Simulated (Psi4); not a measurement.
C₂H₅BrTe (SMILES CC[Te]Br), singlet, geometry from GFN2-xTB (core potentials on Te); PBE0/def2-TZVPD (Psi4).

Input for Psi4:
```
memory 2 GB

molecule {
0 1
Te   -0.39858607   -0.16874700    0.85607290
Br    1.20680796    0.96942517   -0.64764448
C    -0.89124471   -1.71230547   -0.58807355
C    -1.56970472   -1.18106096   -1.83108643
H    -1.54433959   -2.38697455   -0.04080707
H     0.01990805   -2.24953445   -0.84156272
H    -0.91595093   -0.49455567   -2.36686198
H    -2.49247338   -0.65901485   -1.58282732
H    -1.81325065   -2.00475884   -2.50121505
}

set {
  basis def2-tzvpd
}

energy('pbe0')
print_variables()
```

Output, abridged:

```
   => Loading Basis Set <=

    Name: DEF2-TZVPD
    Role: ORBITAL
    Keyword: BASIS

    !!!  WARNING: ECP capability is in beta. Please check occupations closely.  !!!

         ---------------------------------------------------------
                                   SCF
               by Justin Turney, Rob Parrish, Andy Simmonett
                          and Daniel G. A. Smith
                              RKS Reference
         ---------------------------------------------------------

  ==> Geometry <==

    Molecular point group: c1
    Full point group: C1

    Geometry (in Angstrom), charge = 0, multiplicity = 1:

       Center              X                  Y                   Z               Mass
    ------------   -----------------  -----------------  -----------------  -----------------
         TE          -0.428561974207    -0.219229304883     0.756530197375   129.906222748000
         BR           1.176832055793     0.918942865117    -0.747187182625    78.918337600000
         C           -0.921220614207    -1.762787774883    -0.687616252625    12.000000000000
         C           -1.599680624207    -1.231543264883    -1.930629132625    12.000000000000
         H           -1.574315494207    -2.437456854883    -0.140349772625     1.007825032230
         H           -0.010067854207    -2.300016754883    -0.941105422625     1.007825032230
         H           -0.945926834207    -0.545037974883    -2.466404682625     1.007825032230
         H           -2.522449284207    -0.709497154883    -1.682370022625     1.007825032230
         H           -1.843226554207    -2.055241144883    -2.600757752625     1.007825032230

  Running in c1 symmetry.

  Rotational constants: A =      0.09438  B =      0.04810  C =      0.03331 [cm^-1]
  Rotational constants: A =   2829.52458  B =   1442.00398  C =    998.66615 [MHz]
  Nuclear repulsion =  383.130330463438384

  Charge       = 0
  Multiplicity = 1
  Electrons    = 76
  Nalpha       = 38
  Nbeta        = 38

  ==> Algorithm <==

  SCF Algorithm Type is DF.
  DIIS enabled.
  MOM disabled.
  Fractional occupation disabled.
  Guess Type is SAD.
  Energy threshold   = 1.00e-06
  Density threshold  = 1.00e-06
  Integral threshold = 1.00e-12

  ==> Primary Basis <==

  Basis Set: DEF2-TZVPD
    Blend: DEF2-TZVPD
    Number of shells: 89
    Number of basis functions: 235
    Number of Cartesian functions: 265
    Spherical Harmonics?: true
    Max angular momentum: 3

  Core potential: DEF2-TZVPD
[...]
   @DF-RKS iter   5: -2921.06584840936330   -2.29873e-02   4.52361e-04 DIIS/ADIIS
   @DF-RKS iter   6: -2921.07003574025475   -4.18733e-03   1.54260e-04 DIIS/ADIIS
   @DF-RKS iter   7: -2921.07052058065847   -4.84840e-04   2.97670e-05 DIIS
   @DF-RKS iter   8: -2921.07054061403278   -2.00334e-05   8.57061e-06 DIIS
   @DF-RKS iter   9: -2921.07054169655521   -1.08252e-06   5.12883e-06 DIIS
   @DF-RKS iter  10: -2921.07054239687750   -7.00322e-07   7.40362e-07 DIIS
  Energy and wave function converged.

  ==> Post-Iterations <==

   Electrons on quadrature grid:
      Ntotal   =   76.0000361023 ; deviation = 3.610e-05

    Orbital Energies [Eh]
    ---------------------

    Doubly Occupied:

[...]
    Virtual:

[...]
    Final Occupation by Irrep:
              A
    DOCC [    38 ]
    NA   [    38 ]
    NB   [    38 ]

  @DF-RKS Final Energy: -2921.07054239687750

   => Energetics <=

    Nuclear Repulsion Energy =            383.1303304634383835
    One-Electron Energy =               -4919.3394169033308572
    Two-Electron Energy =                1709.2377456277408783
    DFT Exchange-Correlation Energy =     -94.0992015847261740
    Empirical Dispersion Energy =           0.0000000000000000
    VV10 Nonlocal Energy =                  0.0000000000000000
    Total Energy =                      -2921.0705423968774994

Computation Completed

Properties will be evaluated at   0.000000,   0.000000,   0.000000 [a0]

Properties computed using the SCF density matrix

 Multipole Moments:

 ------------------------------------------------------------------------------------
     Multipole            Electronic (a.u.)      Nuclear  (a.u.)        Total (a.u.)
 ------------------------------------------------------------------------------------

 L = 1.  Multiply by 2.5417464519 to convert [e a0] to [Debye]
 Dipole X            :        -17.3923712           16.7850031           -0.6073681
 Dipole Y            :         -2.3874281            1.6785697           -0.7088584
 Dipole Z            :         59.5668723          -59.5930550           -0.0261827
 Magnitude           :                                                    0.9338425

 ------------------------------------------------------------------------------------

  Variable Map:
  ----------------------------------------------------------------------------
[...]
  Array Variable Map:
  ----------------------------------------------------------------------------
[...]
[...]
```
